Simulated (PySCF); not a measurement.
How methods differ on the interval between two levels of In

In [Kr] 4d10 5s2 5p1 [2P3/2, M_J = 3/2] → In [Kr] 4d10 5s1 5p2 [4P5/2, M_J = 5/2], as a difference of total energies. All numbers are calculated (PySCF 2.14, the two-component X2C-1e Hamiltonian, in x2c-SVPall-2c with one added diffuse shell each of s, p type (7s9p4d, 54 functions)). Correlated levels: [Ar] 3d10 frozen; the 6 highest virtual spinors dropped. "Screened" scales the spin-orbit matrix elements by Boettger's factors to mimic the two-electron term; Breit and QED terms are absent.

```
                    method  interval between two levels (cm⁻¹)  error (cm⁻¹)
           GHF (spin-free)                               24098        -11141
          GMP2 (spin-free)                               29405         -5834
 GHF (screened spin-orbit)                               24166        -11073
GMP2 (screened spin-orbit)                               29471         -5768
```

Reference: 35239 cm⁻¹ (measured; NIST Handbook of Basic Atomic Spectroscopic Data (Sansonetti and Martin, J. Phys. Chem. Ref. Data 34, 1559 (2005))).

The spin-free rows relax to the high-spin LS determinant and lack the spin-orbit shift.

Errors of the correlated levels include the incompleteness of this basis and the frozen core.

The labels give the starting determinants; with spin-orbit coupling the two ends relaxed to ⟨J²⟩ = 3.76, ⟨L²⟩ = 2.02, ⟨S²⟩ = 0.77 and ⟨J²⟩ = 8.76, ⟨L²⟩ = 2.04, ⟨S²⟩ = 3.76.
